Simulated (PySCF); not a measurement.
Isomers of C4H11BO2, one conformer each; single-point electronic energies without zero-point terms and without any empirical dispersion term.

Level: PBE0/pcSseg-1 in PySCF, non-relativistic, each on one gas-phase PBE0-D3(BJ)/def2-SVP geometry that isn't relaxed in the solvent. The solvent is an IEF-PCM continuum (cavity from Bondi-type radii × 1.2). Specific hydrogen bonds and non-electrostatic terms are outside this model.

| isomer | relative energy, gas (kcal/mol) | dipole (D) |
| --- | --- | --- |
| `CB(O)OC(C)C` | 0.0 | 1.29 |
| `CCB(OC)OC` | 20.0 | 1.51 |

Question: How do the relative energies look in chloroform (ε = 4.711)?

Answer: 
| isomer | relative energy, solvent (kcal/mol) | E(solvent) − E(gas) (kcal/mol) | dipole in solvent (D) |
| --- | --- | --- | --- |
| `CB(O)OC(C)C` | 0.0 | -3.5 | 1.52 |
| `CCB(OC)OC` | 21.3 | -2.3 | 1.79 |

The order is unchanged. Conformers: `[CH3:1][B:2]([OH:3])[O:4][CH:5]([CH3:6])[CH3:7]` with C1–B2–O3–H 1°, C1–B2–O4–C5 -179°, B2–O4–C5–C6 152°; `[CH3:1][CH2:2][B:3]([O:4][CH3:5])[O:6][CH3:7]` with C1–C2–B3–O4 179°, C2–B3–O4–C5 0°, C2–B3–O6–C7 -179°. `CB(O)OC(C)C` gains most from the continuum, while `CCB(OC)OC` has the largest gas-phase dipole. The gains span 1.2 kcal/mol, the gas-phase energies 20.0 kcal/mol.
